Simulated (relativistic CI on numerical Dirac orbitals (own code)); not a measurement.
**Bi⁴⁷⁺: q coefficients and field-shift factors**

Computed by Dirac-Coulomb-Breit CI, separate exchange-only KLI orbitals for each configuration, derivatives by finite differences, unscaled Slater integrals, QED left out (own radial code, finite nucleus).

Configuration list (outside the closed core [Ar] 3d10): 4s2 4p6, 4s2 4p5 4d, 4s 4p6 4d, 4s2 4p5 4f, 4s 4p6 4f, 4p6 4d2, 4p5 4d3, 4p5 4d2 4f. Double excitations out of closed p, d and f shells are left out; levels of such configurations are missing from the list, as are those of other unlisted configurations, and high levels can miss mixing partners.

With x = (α/α₀)² − 1 an excitation energy changes as ω = ω₀ + qx; K = 2q/ω₀ is the relative enhancement. Terms are leading LS components, so labels can repeat. The field-shift factor is F = δν/δ⟨r²⟩ for the transition from the lowest level.

Lowest level 4s2 4p6 1S_0.

| Level | ω₀ (cm⁻¹) | q (cm⁻¹) | F (GHz/fm²) |
| --- | --- | --- | --- |
| 4s2 4p5 4d 3P°_0 | 1459874 | 79800 | 21.8 |
| 4s2 4p5 4d 3P°_1 | 1509819 | 93810 | 22.6 |
| 4s2 4p5 4d 3F°_3 | 1532964 | 81600 | 19.8 |
| 4s2 4p5 4d 3D°_2 | 1547334 | 82610 | 21.7 |
| 4s2 4p5 4d 3F°_4 | 1785763 | 377100 | 31.3 |
| 4s2 4p5 4d 1D°_2 | 1810607 | 378500 | 34.3 |
| 4s2 4p5 4d 3D°_3 | 1862880 | 377000 | 35.5 |
| 4s2 4p5 4d 1P°_1 | 2027102 | 412200 | 22.4 |
| 4s2 4p5 4d 3F°_2 | 2895243 | 1.858e+06 | -443 |
| 4s2 4p5 4d 1P°_1 | 3095882 | 1.828e+06 | -425 |
| 4s2 4p5 4d 3P°_2 | 3191160 | 2.156e+06 | -426 |
| 4s2 4p5 4d 3F°_3 | 3215492 | 2.158e+06 | -430 |
| 4s2 4p5 4f 3D_1 | 3571152 | 515800 | -361 |

At this charge energies of transitions that change n are usually good to better than 1 %, and those within a shell (Δn = 0) to a few per cent.

Q: Which transition from the lowest level has the largest |K|?

A: 4s2 4p5 4d 3P°_2 at 3191160 cm⁻¹, K = 1.35.
